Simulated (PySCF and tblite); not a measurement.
The numbers below are computed, except where a source is named.
2 diastereomers of C₇H₁₈Cl₂Si₂, numbered alike:

| isomer | SMILES | descriptors (one enantiomer) |
| --- | --- | --- |
| A | [CH3:1][CH2:2][C@:3]([SiH3:4])([Cl:5])[CH2:6][C@:7]([SiH3:8])([Cl:9])[CH2:10][CH3:11] | 3S, 7R |
| B | [CH3:1][CH2:2][C@@:3]([SiH3:4])([Cl:5])[CH2:6][C@:7]([SiH3:8])([Cl:9])[CH2:10][CH3:11] | 3R, 7R |

Protocol: conformer search, at most 5 conformers an isomer, GFN2-xTB geometries, energies B3LYP/def2-SVP (D3(BJ) added where defined), weights at 298.15 K with GFN2-xTB thermal terms. Programs: PySCF with density fitting and tblite.

**Question.** Rank the isomers by free energy at 298.15 K.

**Answer.** 
```json
{"isomer": "A", "ΔG (kcal/mol)": "0.0", "ΔE, lowest conformer": "0.0", "conformers": "5", "largest weight %": "26", "rms dipole (D)": "1.65"}
{"isomer": "B", "ΔG (kcal/mol)": "1.4", "ΔE, lowest conformer": "0.0", "conformers": "5", "largest weight %": "32", "rms dipole (D)": "2.46"}
```

ΔG is for one enantiomer.

**Question.** If they could interconvert freely, what would the mixture hold (chiral isomers as racemates)?

**Answer.** A 83 %, B 17 %. A racemate gains RT ln 2.

The conformer set may be incomplete (the search or the number kept was capped).
